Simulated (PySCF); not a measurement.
## Orbital energies, ionisation energy and electron affinity

Species: C₈H₁₁ (charge +1).
Numbering: `[CH3:1][CH2:2][C:3]1=[CH:4][CH:5]=[CH:6][CH2:7][CH+:8]1` (hydrogens: H9, H10, H11 on C1; H12, H13 on C2; H14 on C4; H15 on C5; H16 on C6; H17, H18 on C7; H19 on C8)

Structure used (PBE0-D3(BJ)/def2-SVP), in Å, numbered top down from 1:
```xyz
19
C8H11 angstrom
C     -2.6923    0.3735   -0.5777
C     -1.8092   -0.7468   -0.0323
C     -0.3634   -0.3476    0.0307
C      0.1072    0.4707    1.0870
C      1.4360    0.9217    1.2087
C      2.3520    0.5632    0.2548
C      1.9489   -0.2728   -0.8714
C      0.5555   -0.7073   -0.9309
H     -2.4016    0.6497   -1.6025
H     -3.7438    0.0549   -0.5984
H     -2.6309    1.2794    0.0457
H     -1.9063   -1.6473   -0.6575
H     -2.1438   -1.0317    0.9783
H     -0.6087    0.7657    1.8630
H      1.7210    1.5453    2.0583
H      3.3931    0.8939    0.3185
H      2.6267   -1.1543   -0.9494
H      2.2168    0.2403   -1.8253
H      0.2515   -1.3392   -1.7720
```

Level: CAM-B3LYP/def2-SVPD (PySCF). Frontier orbitals with their largest atomic shares (Löwdin; up to four atoms above 4 %):

| orbital | ε (eV) | main atoms |
| --- | --- | --- |
| HOMO−3 | -15.51 | C5 22 %, C4 18 %, C2 11 %, C1 11 % |
| HOMO−2 | -15.22 | C1 31 %, H10 17 %, C2 15 %, C3 11 % |
| HOMO−1 | -14.96 | C1 27 %, C2 22 %, H9 12 %, H11 10 % |
| HOMO | -13.84 | ? |
| LUMO | -7.17 | C4 26 %, C6 18 %, C8 18 %, C3 8 % |
| LUMO+1 | -4.29 | C5 20 %, C3 18 %, C6 18 %, C8 17 % |
| LUMO+2 | -2.68 | C7 17 %, C6 13 %, C8 11 %, H18 10 % |

Question: What vertical ionisation energy does ΔSCF give, and how far is −ε(HOMO) from it?

Answer: ΔSCF: 14.51 eV (1400 kJ/mol; threshold wavelength 85.5 nm); ⟨S²⟩ of the doublet left behind is 0.786, against 0.75 for a pure doublet. −ε(HOMO) is 13.84 eV, 0.67 eV below it. For the exact functional −ε(HOMO) would equal the first vertical ionisation energy; CAM-B3LYP (range-separated hybrid) falls short of its own ΔSCF value by 5 %.

Question: On which atoms does the HOMO lie?

Answer: C8 (carbon bonded to 2 C and H) 22 %, C3 (carbon bonded to 3 C) 20 %, C6 (alkene CH carbon) 16 %, C5 (alkene CH carbon) 12 %, so no atom holds as much as 40 %. The HOMO−1 lies 1.12 eV lower.

Question: And the vertical electron affinity, the fundamental gap, Mulliken's electronegativity and the hardness (with the factor ½)?

Answer: EA = 6.53 eV by ΔSCF (−ε(LUMO) = 7.17 eV). IE − EA = 7.98 eV against an orbital gap of 6.67 eV; (IE + EA)/2 = 10.52 eV; (IE − EA)/2 = 3.99 eV.

Question: What total energies stand behind the ΔSCF value?

Answer: E(N) = -310.78100 Eh and E(N − 1) = -310.24795 Eh at the same geometry, 0.53305 Eh apart. With one more electron, E(N + 1) = -311.02111 Eh.

Question: How many of the 10 lowest singlet excitations (vertical TDDFT, same level) lie below the ionisation energy?

Answer: All 10; they run from 3.90 to 7.47 eV.

Question: Shift the occupied levels rigidly so that −ε(HOMO) equals the ΔSCF value. What binding energies result?

Answer: The shift is +0.67 eV: HOMO 14.51, HOMO−1 15.63, HOMO−2 15.89, HOMO−3 16.18 eV. A rigid shift is only a rough guide to the deeper ionisations.

Question: What kinetic energy would electrons from this vertical process carry with He I light (21.218 eV)?

Answer: 21.22 − 14.51 = 6.71 eV.

Isolated species at its PBE0-D3(BJ)/def2-SVP geometry (one conformer only).
